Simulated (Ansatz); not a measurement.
Cost and result up the ladder for (CdS)6 ring (Cd6S6) (12 atoms). The state is a singlet with charge 0. Geometry: PBE-D4/def2-SVP.

```xyz
12

Cd   -1.528   -0.070   -2.955
S     0.181    0.198   -4.559
Cd    1.798    0.830   -2.961
S     3.467    1.437   -1.404
Cd    1.925    2.263    0.178
S     0.372    3.101    1.743
Cd    0.391    1.164    3.092
S     0.383   -0.738    4.489
Cd   -0.387   -2.185    2.790
S    -1.125   -3.681    1.119
Cd   -2.200   -2.003   -0.143
S    -3.279   -0.317   -1.390
```

Ansatz on 2 threads of AMD EPYC 7R13 on a shared host and a share (18 GiB) of an NVIDIA H100 80GB HBM3. Times are rough, and most runs start from the orbitals of an earlier one. ωB97X-V/def2-TZVP serves as the yardstick here, not as an exact answer. Differences are given only for rows in sets of like size (and for xTB, whose basis is part of the method), since another set adds its own error. Binding counts from free atoms at the same level (Cd singlet, S triplet; other spins of the atoms weren't run), without zero-point energy or a counterpoise term.

In the def2 sets Cd takes a core potential; there is no spin–orbit coupling. B3LYP takes the VWN-RPA correlation. Correlated methods freeze 30 core orbitals; core or outer-core shells of Cd are correlated, in sets that lack core-valence functions. Single mean-field runs in def2-TZVP are fitted with def2-universal-jkfit.

Correlated methods converge slowly with the basis.

```tsv
level	functions	wall time
PBE-D4/def2-TZVP	462	4.4 s
r2SCAN-D4/def2-TZVP	462	5.5 s
PBE-D4/def2-SVP	294	6 s
B3LYP-D4/def2-TZVP (with forces)	462	7.5 s
PBE0-D4/def2-SVP	294	7.5 s
MP2/def2-TZVP	462	9 s
r2SCAN0-D4/def2-TZVP	462	9.5 s
ωB97X-V/def2-TZVP	462	10 s
RPA@PBE/def2-TZVP	462	10 s
PBE0-D4/def2-TZVP (with forces)	462	11 s
```

Q: Estimate what each level gives for the binding energy per atom (eV).

A: 
```csv
level,binding energy per atom (eV),difference from ωB97X-V/def2-TZVP (eV)
PBE-D4/def2-TZVP,2.09,-0.04
r2SCAN-D4/def2-TZVP,2.12,0.00
PBE-D4/def2-SVP,2.11,–
B3LYP-D4/def2-TZVP (with forces),1.89,-0.24
PBE0-D4/def2-SVP,2.09,–
MP2/def2-TZVP,2.07,-0.05
r2SCAN0-D4/def2-TZVP,2.06,-0.06
ωB97X-V/def2-TZVP,2.12,0.00
RPA@PBE/def2-TZVP,1.76,-0.36
PBE0-D4/def2-TZVP (with forces),2.07,-0.05
```
